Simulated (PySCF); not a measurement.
C2H2Cl2, SMILES C(=C\Cl)/Cl. Atoms are numbered in the order given.

```xyz
6

Cl    -0.0505     2.1576     0.0000
C      0.4457     0.4977     0.0000
C     -0.4457    -0.4977     0.0000
Cl     0.0505    -2.1576     0.0000
H      1.5256     0.3421     0.0000
H     -1.5256    -0.3421     0.0000
```
Charge 0, spin multiplicity 1.

The structure is a stationary point at TPSSh-D3(BJ)/def2-SVP.

Method: PBE/def2-TZVPD (PySCF).

Symmetry labels are those of the subgroup C2h that the program uses (full group C2h).

List the valence orbital energies around the gap with their symmetry. (An estimate is asked for; the answer gives what the named calculation found.)


| orbital | symmetry | energy (eV) |
|---|---|---|
| HOMO−7 | Bu | -12.31 |
| HOMO−6 | Ag | -11.90 |
| HOMO−5 | Ag | -10.21 |
| HOMO−4 | Au | -9.78 |
| HOMO−3 | Bg | -8.63 |
| HOMO−2 | Bu | -7.95 |
| HOMO−1 | Ag | -7.82 |
| HOMO | Au | -6.26 |
| LUMO | Bg | -1.78 |
| LUMO+1 | Bu | -1.20 |
| LUMO+2 | Ag | -0.32 |
| LUMO+3 | Ag | 0.15 |
